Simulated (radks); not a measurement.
Valence configurations of the lutetium ion Lu3+ (all share [Xe]). All-electron calculation, scalar-relativistic Kohn-Sham, SCAN, spin-polarised, spherical densities, finite nucleus; open shells are filled with parallel spins first (spin-orbit coupling, left out, can overturn this in heavy ions); meta-GGA in the generalised Kohn-Sham scheme; Fermi nuclear charge, rms radius 5.37 fm. Program: a radial shooting solver on a logarithmic mesh with Libxc functionals. Energies are relative to 4f14; eigenvalues in eV for spin up.

| valence | E (eV) | moment (Bohr magnetons) | e(4f) | e(5d) | e(6p) |
|---|---|---|---|---|---|
| 4f14 | 0.000 | 0 | -36.361 | - | - |
| 4f13.5 6p0.5 | 10.290 | 1 | -42.751 | - | -19.804 |
| 4f12.5 6p1.5 | 37.150 | 3 | -56.239 | - | -22.801 |
| 4f12 5d2 | 32.430 | 4 | -53.699 | -29.791 | - |
| 4f12 6p2 | 54.226 | 4 | -63.339 | - | -24.148 |
| 4f13 5d1 | 13.823 | 2 | -44.722 | -27.381 | - |
| 4f11.5 5d1 6p1.5 | 61.050 | 5 | -65.793 | -35.808 | -23.481 |

NIST lists [Xe] 4f14 as the ground configuration; this level of theory agrees among the configurations tried. The energies are those of spherical high-spin densities, not of single terms. No valid solution was reached for [Xe] 4f13 6s1.
